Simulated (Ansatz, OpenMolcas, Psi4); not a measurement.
SiH2Br2 (dibromosilane): the vertical ionisation energy, rung by rung

The species is SiH2Br2 (5 atoms), meant as a singlet with charge 0. SMILES: `Br[SiH2]Br`. The coordinates come from a PBE0-D4/def2-TZVP relaxation.

```tsv
atom	x (Å)	y (Å)	z (Å)
Br	-1.6727	-1.2393	0.3623
Si	0.1582	-0.0463	0.0547
Br	-0.2956	1.8142	-1.0420
H	1.1034	-0.8432	-0.7517
H	0.7066	0.3146	1.3767
```

Each level gives the vertical ionisation energy (to the doublet cation) (eV). The values are calculated.

| level | kind | program | value (eV) | CPU time (all runs) |
| --- | --- | --- | --- | --- |
| BLYP/def2-SVP | GGA | OpenMolcas | 9.93 | 67 s |
| TPSS/def2-SVP | meta-GGA | OpenMolcas | 10.30 | 1.8 min |
| r2SCAN/def2-SVP | meta-GGA | OpenMolcas | 10.47 | 76 s |
| B3LYP/def2-SVP | global hybrid | Psi4 | 10.52 | 72 s |
| CAM-B3LYP/def2-SVP | range-separated hybrid | Psi4 | 10.88 | 2.3 min |
| B2PLYP/def2-SVP | double hybrid | Ansatz | 10.75 | 68 s |
| RPA@PBE0/def2-SVP | RPA | Ansatz | 10.56 | 93 s |
| BCCD(T)/def2-SVP | coupled cluster or CI | Ansatz | 10.85 | 1.7 min |

All-electron rows without a relativistic Hamiltonian named are non-relativistic. Spin-orbit coupling, which can split open shells on such heavy atoms by tenths of an eV, is left out. The values span 9.93 to 10.88 eV. In the correlated wave-function rows the outer d shell of Br is correlated, in sets not made for it. Times are those of the runs behind each value, whatever else they computed, on shared processors of several kinds: orders of magnitude only.
